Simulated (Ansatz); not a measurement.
`BC[NH][GeH3]` + `N=C=O` → `BN=C=O` + `C[NH][GeH3]`  (ligand exchange at a B–C bond)

Program: Ansatz. Geometries: PBE0-D4/def2-TZVP. ΔE: electronic, gas phase. CBS: MP2 limit from def2 TZ/QZ plus the TZ coupled-cluster correction, frozen cores. This one scheme is used for every species. Functionals use def2-TZVPP. For Ge outer-core shells are correlated without core-valence functions, which leaves a few kJ/mol of doubt a bond. Scalar relativity is left out up to krypton. Each species was taken in one conformer, which may not be the lowest.

Q: Is it downhill or uphill in electronic energy at CCSD(T)/CBS, and by how much? (Best estimate.)

A: The calculation gave: Downhill: ΔE = -117.4 kJ/mol.

Q: What do these levels give: r2SCAN-D4, PBE0-D4, r2SCAN0-D4, MP2/def2-TZVPP, CCSD/def2-TZVPP, CCSD(T)/def2-TZVPP? (An estimate is asked.)

A: Ansatz gave: r2SCAN-D4 -110.6, PBE0-D4 -110.5, r2SCAN0-D4 -115.3, MP2/def2-TZVPP -121.0, CCSD/def2-TZVPP -123.4, CCSD(T)/def2-TZVPP -119.0 kJ/mol.

Q: What do rigid-rotor, harmonic-oscillator terms from PBE0-D4/def2-TZVP frequencies (298.15 K, 1 bar) make of the CCSD(T)/CBS value? (An estimate is asked.)

A: Ansatz gave: ΔZPE = +9.3 kJ/mol, ΔH = -107.7 kJ/mol, ΔS = 15 J/(mol·K), ΔG = -112.2 kJ/mol.

Largest T1 diagnostic among the species: 0.018.

From PBE to PBE0 (25 % exact exchange), in def2-TZVPP and without D4, ΔE moves by −7.1 kJ/mol. At CCSD(T), def2-SVP lies −14.8 kJ/mol from the extrapolated value and def2-TZVPP −1.6 kJ/mol. Leaving LDA and LC-ωPBE aside and taking each functional with its dispersion term where it has one, the values, not all of them listed here, spread over 27.5 kJ/mol, from BHLYP-D4 to PBE-D4. LDA lies +13.2 kJ/mol from PBE without D4.
